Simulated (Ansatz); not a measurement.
difluoro(silyloxy)silane (F₂H₄OSi₂), SMILES [SiH3]O[SiH](F)F. Atoms are numbered in the order given.

```xyz
9

Si     2.0289     0.5591     0.3403
O      0.4656     0.0616     0.6641
Si    -1.0308    -0.3274     0.1688
F     -0.9566    -1.5300    -0.9017
F     -1.6931     0.9224    -0.6037
H      2.0025     1.8998    -0.3054
H      2.6884    -0.4231    -0.5627
H      2.7560     0.6305     1.6339
H     -1.8792    -0.7192     1.2985
```
Charge 0, spin multiplicity 1.

Geometry: B3LYP-D3(BJ)/def2-SVP. Other conformers were not sampled.

Two levels are set side by side: PBE-D3(BJ)/def2-SVP (Ansatz, an electronic-structure program) and B3LYP-D3(BJ)/def2-SVP (Ansatz). Each level has its own optimised geometry; the coordinates shown are those of the second. Differences are taken from unrounded values.

```tsv
quantity	B3LYP-D3(BJ)
mean bond length (Å)	1.556
bond Si1–O2 (Å)	1.672
bond O2–Si3 (Å)	1.624
bond Si3–F4 (Å)	1.612
bond Si3–F5 (Å)	1.612
bond Si1–H6 (Å)	1.488
bond Si1–H7 (Å)	1.488
bond Si1–H8 (Å)	1.486
bond Si3–H9 (Å)	1.466
```

**Question.** What does PBE-D3(BJ) give, and how far is it from B3LYP-D3(BJ)? (Estimate from the structure and the level; the computed values follow.)

**Answer.** 
```json
[
 {"quantity": "mean bond length (Å)", "PBE-D3(BJ)": "1.569", "PBE-D3(BJ) minus B3LYP-D3(BJ)": "0.013"},
 {"quantity": "bond Si1–O2 (Å)", "PBE-D3(BJ)": "1.687", "PBE-D3(BJ) minus B3LYP-D3(BJ)": "0.014"},
 {"quantity": "bond O2–Si3 (Å)", "PBE-D3(BJ)": "1.639", "PBE-D3(BJ) minus B3LYP-D3(BJ)": "0.015"},
 {"quantity": "bond Si3–F4 (Å)", "PBE-D3(BJ)": "1.623", "PBE-D3(BJ) minus B3LYP-D3(BJ)": "0.012"},
 {"quantity": "bond Si3–F5 (Å)", "PBE-D3(BJ)": "1.623", "PBE-D3(BJ) minus B3LYP-D3(BJ)": "0.012"},
 {"quantity": "bond Si1–H6 (Å)", "PBE-D3(BJ)": "1.502", "PBE-D3(BJ) minus B3LYP-D3(BJ)": "0.014"},
 {"quantity": "bond Si1–H7 (Å)", "PBE-D3(BJ)": "1.502", "PBE-D3(BJ) minus B3LYP-D3(BJ)": "0.014"},
 {"quantity": "bond Si1–H8 (Å)", "PBE-D3(BJ)": "1.499", "PBE-D3(BJ) minus B3LYP-D3(BJ)": "0.013"},
 {"quantity": "bond Si3–H9 (Å)", "PBE-D3(BJ)": "1.480", "PBE-D3(BJ) minus B3LYP-D3(BJ)": "0.014"}
]
```

Exact exchange shortens and stiffens bonds; PBE has none. Differences between two approximate levels are no errors against the true value.
